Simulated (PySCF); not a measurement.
C₄H₃BrClF. Atoms are numbered in the order given.

```xyz
10

C      3.1290    -0.6067    -1.0329
C      1.8992    -0.7383    -0.6139
C      0.6610    -0.8651    -0.2044
Cl     0.2080    -1.9838     1.0663
C     -0.4842    -0.0848    -0.7782
F     -0.1192     0.5437    -1.9161
Br    -1.1333     1.2692     0.5225
H      3.5197    -1.2138    -1.8581
H      3.8102     0.1197    -0.5741
H     -1.3581    -0.7258    -0.9602
```
Charge 0, spin multiplicity 1.

The structure is a stationary point at B3LYP-D3(BJ)/def2-SVP. The structure was generated by enumeration; whether it is a known compound was not checked. Other conformers were not sampled.

Calculation: TDA-PBE/def2-SVPD (PySCF 2.14.0).

Vertical excitations. Isolated molecule, no solvent.

```json
[
 {"state": "S1", "energy (eV)": "4.36", "λ (nm)": "284", "f": "0.008", "main pairs": "HOMO→LUMO 77 %, HOMO→LUMO+1 22 %"},
 {"state": "S2", "energy (eV)": "4.65", "λ (nm)": "267", "f": "0.000", "main pairs": "HOMO−1→LUMO 80 %"},
 {"state": "S3", "energy (eV)": "4.73", "λ (nm)": "262", "f": "0.000", "main pairs": "HOMO−2→LUMO 80 %"},
 {"state": "S4", "energy (eV)": "4.89", "λ (nm)": "254", "f": "0.030", "main pairs": "HOMO−1→LUMO+1 51 %, HOMO→LUMO+1 23 %, HOMO−1→LUMO 16 %"},
 {"state": "S5", "energy (eV)": "5.00", "λ (nm)": "248", "f": "0.025", "main pairs": "HOMO−2→LUMO+1 59 %, HOMO−1→LUMO+1 15 %, HOMO→LUMO+1 11 %"},
 {"state": "S6", "energy (eV)": "5.08", "λ (nm)": "244", "f": "0.077", "main pairs": "HOMO−2→LUMO+1 27 %, HOMO→LUMO+1 24 %, HOMO−1→LUMO+1 18 %, HOMO−2→LUMO 11 %"},
 {"state": "S7", "energy (eV)": "5.37", "λ (nm)": "231", "f": "0.003", "main pairs": "HOMO−3→LUMO+1 55 %, HOMO−3→LUMO 41 %"},
 {"state": "S8", "energy (eV)": "5.77", "λ (nm)": "215", "f": "0.004", "main pairs": "HOMO−4→LUMO 89 %"},
 {"state": "S9", "energy (eV)": "5.97", "λ (nm)": "208", "f": "0.014", "main pairs": "HOMO−4→LUMO+1 87 %"},
 {"state": "S10", "energy (eV)": "6.27", "λ (nm)": "198", "f": "0.006", "main pairs": "HOMO−5→LUMO 41 %, HOMO→LUMO+2 28 %, HOMO−1→LUMO+2 8 %"},
 {"state": "T1", "energy (eV)": "3.78", "λ (nm)": "328", "f": "0", "main pairs": "HOMO→LUMO 67 %, HOMO→LUMO+1 26 %"},
 {"state": "T2", "energy (eV)": "4.01", "λ (nm)": "309", "f": "0", "main pairs": "HOMO→LUMO+1 66 %, HOMO→LUMO 30 %"},
 {"state": "T3", "energy (eV)": "4.23", "λ (nm)": "293", "f": "0", "main pairs": "HOMO−1→LUMO 34 %, HOMO−3→LUMO 32 %, HOMO−2→LUMO 12 %, HOMO−3→LUMO+1 12 %"},
 {"state": "T4", "energy (eV)": "4.44", "λ (nm)": "279", "f": "0", "main pairs": "HOMO−1→LUMO 47 %, HOMO−2→LUMO 23 %, HOMO−1→LUMO+1 21 %"}
]
```
Triplets are in the Tamm–Dancoff approximation.
